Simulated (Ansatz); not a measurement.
Exact exchange and the vertical ionisation energy of PbS

PbS has 2 atoms, charge 0, and is taken as a singlet. As SMILES, `[S][Pb]`. Geometry: the measured bond length.

The vertical ionisation energy (to the doublet cation) y, in eV, basis def2-TZVPP with a core potential; a is the functional's share of exact exchange. Programs: Ansatz 0.2.0.

```
functional  program     a  y (eV)
      BLYP   Ansatz     0    8.95
       PBE   Ansatz     0    9.05
     B3LYP   Ansatz   0.2    9.00
      PBE0   Ansatz  0.25    8.91
   r2SCAN0   Ansatz  0.25       ?
     BHLYP   Ansatz   0.5    8.67
```

Problem. Fit y = c + s·a to the known rows and predict r2SCAN0.

Solution. 
1. Means of the 5 rows: a = 0.1900, y = 8.916.
2. Σ(Δa)² = 0.172, Σ(Δa·Δy) = -0.1077, so the slope is -0.1077/0.172 = -0.62616.
3. Intercept: 8.916 − (-0.62616) × 0.1900 = 9.035. The largest residual of the fit is 0.090.
4. r2SCAN0: 9.035 + (-0.62616) × 0.25 = 8.88 eV.

The run gave 8.89 eV, so the prediction is off by -0.01 eV, within the scatter of the fit. The rows mix families of semi-local functionals, which the line can't see. Spin-orbit coupling is left out.
